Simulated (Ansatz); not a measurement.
Two isomers of CH4FGeNS: A = `[F][Ge@H]1[NH][C@@H]1S`, B = `[F][GeH]1[NH]C[S]1`.

Calculated with Ansatz (gas phase, PBE0-D4/def2-TZVP geometries, no zero-point term in ΔE). CCSD(T)/CBS is the MP2 limit (def2-TZVPP, def2-QZVPP) plus CCSD(T) − MP2 in def2-TZVPP, frozen cores. DFT in def2-TZVPP. For Ge outer-core shells are correlated without core-valence functions, which leaves a few kJ/mol of doubt a bond. Scalar relativity is left out up to krypton. Each species was taken in one conformer, which may not be the lowest.

Which is lower in electronic energy at CCSD(T)/CBS, and by how much? (Estimate.)

The calculation gave: B, by 45.7 kcal/mol.

Give E(B) − E(A) in kcal/mol with PBE-D4, MP2/def2-TZVPP, ωB97M-V, r2SCAN-D4, HF/def2-TZVPP, PBE0-D4, B2PLYP. (An estimate is asked.)

Ansatz gave: PBE-D4 -42.7, MP2/def2-TZVPP -46.7, ωB97M-V -46.4, r2SCAN-D4 -44.6, HF/def2-TZVPP -51.9, PBE0-D4 -46.2, B2PLYP -45.4. None reverses the order clearly.

Largest T1 diagnostic: 0.013.

From PBE to PBE0 (25 % exact exchange), in def2-TZVPP and without D4, E(B) − E(A) moves by −3.6 kcal/mol. In def2-TZVPP, CCSD(T) changes the Hartree–Fock value by +5.8 kcal/mol (the triples alone add +0.8 kcal/mol) and MP2 by +5.2 kcal/mol.
